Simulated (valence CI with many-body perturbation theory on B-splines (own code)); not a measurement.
**How close is CI+MBPT for F⁴⁺?**

Level of theory: configuration interaction combined with many-body perturbation theory (CI+MBPT): three valence electrons over a frozen Dirac-Fock core [He], a basis of 11 s, 11 p, 10 d, 8 f, 5 g, 2 h functions for each j, with the one-electron correlation potential Σ1 (screened to all orders), the two-electron term Σ2, the three-electron term Σ3, Breit, model QED; selected single and double excitations, second order for the rest, scaled by the run's own slope (own B-spline code, finite nucleus).

Set against measurement, 37 paired levels are off by 112 cm⁻¹ on average, the worst by 258. These come from a selection out of Moore, Atomic Energy Levels, vol. I, NSRDS-NBS 35 (1971 reprint of NBS Circular 467, 1949), an old analysis. Levels without a partner in it may be off by more.

Measured levels: Moore, Atomic Energy Levels, vol. I, NSRDS-NBS 35 (1971 reprint of NBS Circular 467, 1949). Pairs share parity and J, and are chosen by configuration, term and nearness in energy; levels without a clear partner are left out. The analysis is old, and some levels have since been revised. Energies in cm⁻¹ above the measured ground level.

Names give the largest LS component (configuration and term), which can be under half, so a name can repeat, a term be missing and a line seem to break the LS rules; names also repeat where a configuration has a term twice. Letters in brackets count levels of one name in rising energy.

```tsv
Computed label	Label in the source	Measured	Computed	Difference
2s2.2p 2P°_1/2	2s2 2p 2P°	0	0.0	0
2s2.2p 2P°_3/2	2s2 2p 2P°	746	744.4	-2
2s.2p2 2D_5/2	2s 2p2 2D	152876	152985.7	+110
2s.2p2 2D_3/2	2s 2p2 2D	152898	153006.6	+109
2s.2p2 2S_1/2	2s 2p2 2S	197565	197823.4	+258
2s.2p2 2P_1/2	2s 2p2 2P	214881	215109.6	+229
2s.2p2 2P_3/2	2s 2p2 2P	215348	215575.5	+227
2p3 2P°_1/2	2p3 2P°	347418	347657.7	+240
2p3 2P°_3/2	2p3 2P°	347438	347679.0	+241
2s2.3s 2S_1/2	2s2 3s 2S	524751	524658.1	-93
2s2.3d 2D_3/2	2s2 3d 2D	602476	602431.8	-44
2s2.3d 2D_5/2	2s2 3d 2D	602516	602469.2	-47
2s.2p.3p 2D_3/2 [a]	2s 2p(3P°) 3p 2D	675932	675844.2	-88
2s.2p.3p 2D_5/2 [a]	2s 2p(3P°) 3p 2D	676422	676332.1	-90
2s.2p.3p 2S_1/2 [a]	2s 2p(3P°) 3p 2S	687806	687770.4	-36
2s.2p.3d 2D°_3/2 [a]	2s 2p(3P°) 3d 2D°	699293	699201.9	-91
2s.2p.3d 2D°_5/2 [a]	2s 2p(3P°) 3d 2D°	699389	699299.3	-90
2s2.4s 2S_1/2	2s2 4s 2S	712936	712750.6	-185
2s.2p.3d 2P°_3/2 [a]	2s 2p(3P°) 3d 2P°	718472	718478.4	+6
2s.2p.3d 2P°_1/2 [a]	2s 2p(3P°) 3d 2P°	718691	718699.2	+8
2s2.4d 2D_3/2	2s2 4d 2D	744010	743902.4	-108
2s2.4d 2D_5/2	2s2 4d 2D	744036	743917.0	-119
2s.2p.3p 2D_3/2 [b]	2s 2p(1P°) 3p 2D	751406	751538.6	+133
2s.2p.3p 2D_5/2 [b]	2s 2p(1P°) 3p 2D	751452	751589.1	+137
2s.2p.3p 2S_1/2 [b]	2s 2p(1P°) 3p 2S	760342	760547.5	+205
2s.2p.3d 2D°_3/2 [b]	2s 2p(1P°) 3d 2D°	787725	787839.4	+114
2s.2p.3d 2D°_5/2 [b]	2s 2p(1P°) 3d 2D°	787764	787900.4	+136
2p2.3s 2P_1/2	2p2(3P) 3s 2P	797059	797016.4	-43
2p2.3s 2P_3/2	2p2(3P) 3s 2P	797519	797492.6	-26
2s2.5d 2D_3/2	2s2 5d 2D	808663	808523.5	-140
2s2.5d 2D_5/2	2s2 5d 2D	808677	808531.6	-145
2s.2p.4d 2D°_3/2	2s 2p(3P°) 4d 2D°	841598	841458.3	-140
2s.2p.4d 2D°_5/2	2s 2p(3P°) 4d 2D°	841695	841551.2	-144
2s2.6d 2D_5/2	2s2 6d 2D	843497	843356.7	-140
2s.2p.4d 2F°_5/2	2s 2p(3P°) 4d 2F°	847506	847450.8	-55
2s.2p.4d 2F°_7/2	2s 2p(3P°) 4d 2F°	847817	847758.9	-58
2p2.3d 2P_3/2	2p2(3P) 3d 2P	853035	852971.7	-63
2p2.3d 2P_1/2	2p2(3P) 3d 2P	853442	853395.6	-46
```

Over 37 excited levels the mean absolute difference is 112 cm⁻¹, the median 109 and the largest 258. The comparison draws on a selection of the measured levels: 38 of the 185 computed ones have a partner in it, and others may be off by more.
